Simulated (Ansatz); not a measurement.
Reaction (substitution at a C–Ge bond): `C=[CH][GeH2][CH]=C` + `FC(F)(F)S` → `C=CSC(F)(F)F` + `C=[CH][GeH3]`

Computed with Ansatz on PBE0-D4/def2-TZVP structures; ΔE is electronic, products minus reactants. CCSD(T)/CBS is the MP2 limit (def2-TZVPP, def2-QZVPP) plus CCSD(T) − MP2 in def2-TZVPP, frozen cores. Functionals use def2-TZVPP. For Ge outer-core shells are correlated without core-valence functions, which leaves a few kJ/mol of doubt a bond. Scalar relativity is left out up to krypton. Each species was taken in one conformer, which may not be the lowest.

```tsv
level	ΔE (eV)
r2SCAN-D4	0.11
HF/CBS(def2)	0.25
```

(1) What does CCSD(T)/CBS give? (Estimate.)

Largest T1 diagnostic among the species: 0.013.

## Answers

(1) Computed: +0.24 eV. The listed levels differ from it by -0.13, 0.01 eV.

From PBE to PBE0 (25 % exact exchange), in def2-TZVPP and without D4, ΔE moves by +0.05 eV.
